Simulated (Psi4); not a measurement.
Li, charge -1, singlet (a gas-phase anion, which may not be bound at this level); HF/def2-SVP run with Psi4.

Input for Psi4:
```
memory 2 GB

molecule mol {
-1 1
Li    0.000000    0.000000    0.000000
}

set {
  basis def2-svp
  reference rhf
}

energy('scf')
print_variables()
```

Output, abridged:

```
   => Loading Basis Set <=

    Name: DEF2-SVP
    Role: ORBITAL
    Keyword: BASIS

         ---------------------------------------------------------
                                   SCF
               by Justin Turney, Rob Parrish, Andy Simmonett
                          and Daniel G. A. Smith
                              RHF Reference
         ---------------------------------------------------------

  ==> Geometry <==

    Molecular point group: d2h
    Geometry (in Angstrom), charge = -1, multiplicity = 1:

       Center              X                  Y                   Z               Mass
    ------------   -----------------  -----------------  -----------------  -----------------
         LI           0.000000000000     0.000000000000     0.000000000000     7.016003436600

  Running in d2h symmetry.

  Rotational constants: A = ************  B = ************  C = ************ [cm^-1]
  Rotational constants: A = ************  B = ************  C = ************ [MHz]
  Nuclear repulsion =    0.000000000000000

  Charge       = -1
  Multiplicity = 1
  Electrons    = 4
  Nalpha       = 2
  Nbeta        = 2

  ==> Algorithm <==

  SCF Algorithm Type is DF.
  DIIS enabled.
  MOM disabled.
  Fractional occupation disabled.
  Guess Type is CORE.
  Energy threshold   = 1.00e-06
  Density threshold  = 1.00e-06
  Integral threshold = 1.00e-12

  ==> Primary Basis <==

  Basis Set: DEF2-SVP
    Blend: DEF2-SVP
    Number of shells: 5
    Number of basis functions: 9
    Number of Cartesian functions: 9
    Spherical Harmonics?: true
    Max angular momentum: 1

   => Loading Basis Set <=

    Name: (DEF2-SVP AUX)
    Role: JKFIT
    Keyword: DF_BASIS_SCF

  ==> Integral Setup <==

  SCF_SUBTYPE=INCORE selected. In-core MEM_DF algorithm will be used.
  Using in-core AOs.

  ==> MemDFJK: Density-Fitted J/K Matrices <==

    J tasked:                   Yes
    K tasked:                   Yes
    wK tasked:                   No
    Algorithm:                 Core
    Schwarz Cutoff:           1E-12
    Mask sparsity (%):       0.0000
    Fitting Condition:        1E-10

   => Auxiliary Basis Set <=

  Basis Set: (DEF2-SVP AUX)
    Blend: DEF2-UNIVERSAL-JKFIT
    Number of shells: 17
    Number of basis functions: 51
    Number of Cartesian functions: 60
    Spherical Harmonics?: true
    Max angular momentum: 3

  Minimum eigenvalue in the overlap matrix is 1.3551569221E-01.
  Reciprocal condition number of the overlap matrix is 7.0278443887E-02.
    Using symmetric orthogonalization.

  ==> Pre-Iterations <==

  SCF Guess: Core (One-Electron) Hamiltonian.

   -------------------------------------------------------
    Irrep   Nso     Nmo     Nalpha   Nbeta   Ndocc  Nsocc
   -------------------------------------------------------
     Ag         3       3       1       1       1       0
     B1g        0       0       0       0       0       0
     B2g        0       0       0       0       0       0
     B3g        0       0       0       0       0       0
     Au         0       0       0       0       0       0
     B1u        2       2       0       0       0       0
     B2u        2       2       0       0       0       0
     B3u        2       2       1       1       1       0
   -------------------------------------------------------
    Total       9       9       2       2       2       0
   -------------------------------------------------------

  ==> Iterations <==

                           Total Energy        Delta E     RMS |[F,P]|

    Occupation by irrep:
             Ag   B1g   B2g   B3g    Au   B1u   B2u   B3u
    DOCC [     2,    0,    0,    0,    0,    0,    0,    0 ]
    NA   [     2,    0,    0,    0,    0,    0,    0,    0 ]
    NB   [     2,    0,    0,    0,    0,    0,    0,    0 ]

   @DF-RHF iter   1:    -6.31783914876981   -6.31784e+00   1.15969e-01 ADIIS
   @DF-RHF iter   2:    -7.33200000745170   -1.01416e+00   2.52367e-02 DIIS/ADIIS
   @DF-RHF iter   3:    -7.39793803348374   -6.59380e-02   1.14823e-02 DIIS/ADIIS
   @DF-RHF iter   4:    -7.41623505895959   -1.82970e-02   2.59106e-03 DIIS/ADIIS
   @DF-RHF iter   5:    -7.41708475354643   -8.49695e-04   1.06926e-04 DIIS/ADIIS
   @DF-RHF iter   6:    -7.41708615076811   -1.39722e-06   1.19961e-07 DIIS
   @DF-RHF iter   7:    -7.41708615076979   -1.68043e-12   2.37666e-09 DIIS
  Energy and wave function converged.

  ==> Post-Iterations <==

    Orbital Energies [Eh]
    ---------------------

    Doubly Occupied:

       1Ag    -2.303716     2Ag    -0.004396

    Virtual:

       3Ag     0.233038     1B2u    0.260306     1B1u    0.260306
       1B3u    0.260306     2B1u    0.868051     2B2u    0.868051
       2B3u    0.868051

    Final Occupation by Irrep:
             Ag   B1g   B2g   B3g    Au   B1u   B2u   B3u
    DOCC [     2,    0,    0,    0,    0,    0,    0,    0 ]
    NA   [     2,    0,    0,    0,    0,    0,    0,    0 ]
    NB   [     2,    0,    0,    0,    0,    0,    0,    0 ]

  @DF-RHF Final Energy:    -7.41708615076979

   => Energetics <=

    Nuclear Repulsion Energy =              0.0000000000000000
    One-Electron Energy =                 -10.2179489569565138
    Two-Electron Energy =                   2.8008628061867209
    Total Energy =                         -7.4170861507697925

Computation Completed

Properties will be evaluated at   0.000000,   0.000000,   0.000000 [a0]

Properties computed using the SCF density matrix

 Multipole Moments:

 ------------------------------------------------------------------------------------
     Multipole            Electronic (a.u.)      Nuclear  (a.u.)        Total (a.u.)
 ------------------------------------------------------------------------------------

 L = 1.  Multiply by 2.5417464519 to convert [e a0] to [Debye]
 Dipole X            :          0.0000000            0.0000000            0.0000000
 Dipole Y            :          0.0000000            0.0000000            0.0000000
 Dipole Z            :          0.0000000            0.0000000            0.0000000
 Magnitude           :                                                    0.0000000

 ------------------------------------------------------------------------------------

  Variable Map:
  ----------------------------------------------------------------------------
  "CURRENT ENERGY"           =>      -7.417086150770
  "CURRENT REFERENCE ENERGY" =>      -7.417086150770
  "DD SOLVATION ENERGY"      =>       0.000000000000
  "HF KINETIC ENERGY"        =>       7.429709620358
  "HF POTENTIAL ENERGY"      =>     -14.846795771128
  "HF TOTAL ENERGY"          =>      -7.417086150770
  "HF VIRIAL RATIO"          =>       1.998300947112
  "NUCLEAR REPULSION ENERGY" =>       0.000000000000
  "ONE-ELECTRON ENERGY"      =>     -10.217948956957
  "PCM POLARIZATION ENERGY"  =>       0.000000000000
  "PE ENERGY"                =>       0.000000000000
  "SCF ITERATION ENERGY"     =>      -7.417086150770
  "SCF ITERATIONS"           =>       7.000000000000
  "SCF TOTAL ENERGY"         =>      -7.417086150770
  "TWO-ELECTRON ENERGY"      =>       2.800862806187

  Array Variable Map:
  ----------------------------------------------------------------------------
  "CURRENT DIPOLE"           =>       0.000000000000 ... 0.000000000000 1 by 3
  "SCF DIPOLE"               =>       0.000000000000 ... 0.000000000000 1 by 3
  "SCF TOTAL ENERGIES"       =>      -6.317839148770 ... -7.417086150770 1 by 7
```
